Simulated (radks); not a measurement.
The numbers below are computed, except where a source is named.
The scandium ion Sc2+, 19 electrons, occupied as [Ar] 4p1 (not the ground configuration). Code: a radial shooting solver on a logarithmic mesh with Libxc functionals. Model: scalar-relativistic Kohn-Sham, LDA (Slater exchange, Perdew-Wang correlation), spin-unpolarised, spherical densities, finite nucleus; Fermi nuclear charge, rms radius 3.5459 fm.

Unscreened Slater integrals over Kohn-Sham orbitals (cm^-1).

integral,value
"F0(4p,4p)",58525
"F2(4p,4p)",31297
"F0(4p,3p)",75374
"F2(4p,3p)",16788
"G0(4p,3p)",4506.6
"G2(4p,3p)",5295.8
"F0(4p,3s)",75897
"G1(4p,3s)",5486.0
"F0(4p,2p)",82434
"F2(4p,2p)",5771.9
"G0(4p,2p)",2127.3
"G2(4p,2p)",2269.5
"F0(3p,3p)",174440
"F2(3p,3p)",87660
"F0(3p,3s)",180110
"G1(3p,3s)",119720
"F0(3p,2p)",237270
"F2(3p,2p)",45719
"G0(3p,2p)",18169
"G2(3p,2p)",18734
"F0(3s,3s)",186430
"F0(3s,2p)",247990
"G1(3s,2p)",20246
"F0(2p,2p)",651500
"F2(2p,2p)",304720

Derived for the open shells (J is the average intra-shell exchange parameter used in DFT+U). 4p: J = F2/5 = 6259 cm^-1.
